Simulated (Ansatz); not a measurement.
Born–Oppenheimer molecular dynamics of BF$_{3}$H$_{2}$ (6 atoms, charge 0, multiplicity 1). It starts at the highest image of a converged band, a first-order saddle point between two minima.

Method: RKS revPBE/def2-SVP in Ansatz 0.2.0.

```json
{"ensemble": "NVE (velocity Verlet)", "time step": "0.5 fs", "steps asked": "200", "starting velocities drawn for": "300 K", "seed": "4935"}
```

First frame:

```xyz
6
Properties=species:S:1:pos:R:3
B 0.011 -0.170 0.053
H 0.009 0.193 1.358
F 1.164 0.133 -0.556
F -1.163 0.079 -0.543
F 0.050 -1.739 0.562
H 0.035 -0.898 1.357
```

How far do the bonds stretch over the last three quarters of this one trajectory? (Pairs bonded in most of those frames.)


```tsv
bond	mean (Å)	spread (Å)	shortest	longest
B1–H2	1.216	0.015	1.19	1.24
B1–F3	1.335	0.011	1.31	1.35
B1–F4	1.335	0.014	1.31	1.36
F5–H6	0.937	0.020	0.91	0.97
```

Mean temperature of the second half: 1078 K. The conserved energy stayed within 0.089 meV per atom of its start (net change -0.038 meV per atom), so the integration is sound. The system heated up, since it started high on the potential surface and ran downhill. A run of 0.1 ps of so small a system gives no equilibrium averages. The orbitals stay closed-shell, which can raise the energy where a bond breaks towards radicals; this wasn't checked here.

Run time: 3.2 min on 1 thread of Arm Neoverse V2, on a shared host, peak memory 0.1 GiB.
